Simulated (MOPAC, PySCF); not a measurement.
H5BSi2, SMILES `[SiH](/[SiH3])=B/[H]`, neutral singlet in the gas phase. 

Cartesian coordinates (Å):
```xyz
8

B      1.9639    -0.0160    -0.6639
Si     0.7872    -0.6319     0.5997
Si    -1.2693     0.3514     0.1706
H      2.7577     0.5770    -1.3101
H      0.8908    -2.0617     0.9834
H     -2.1599    -0.5211    -0.6403
H     -0.9948     1.6091    -0.5745
H     -1.9755     0.6932     1.4350
```
Charge 0, spin multiplicity 1.

All levels are single points at this geometry (PBE0-D3(BJ)/def2-TZVP); Pople sets use spherical d functions. Orbital energies aren't observables, and empty levels follow the basis.

HF/6-31G* in PySCF gives dipole (D) = 0.90.

Problem. Estimate the dipole (D) from each of these levels: PBE0-D3(BJ)/def2-TZVP in PySCF; B3LYP/3-21G in PySCF; B3LYP/6-311+G** in PySCF; B3LYP/6-31G* in PySCF; BP86/6-31G* in PySCF; PBE/6-31G* in PySCF; SVWN5/6-31G* in PySCF; AM1 in MOPAC.

Solution. 
```csv
level,dipole (D)
PBE0-D3(BJ)/def2-TZVP in PySCF,0.38
B3LYP/3-21G in PySCF,0.43
B3LYP/6-311+G** in PySCF,0.32
B3LYP/6-31G* in PySCF,0.58
BP86/6-31G* in PySCF,0.48
PBE/6-31G* in PySCF,0.48
SVWN5/6-31G* in PySCF,0.44
AM1 in MOPAC,3.55
```
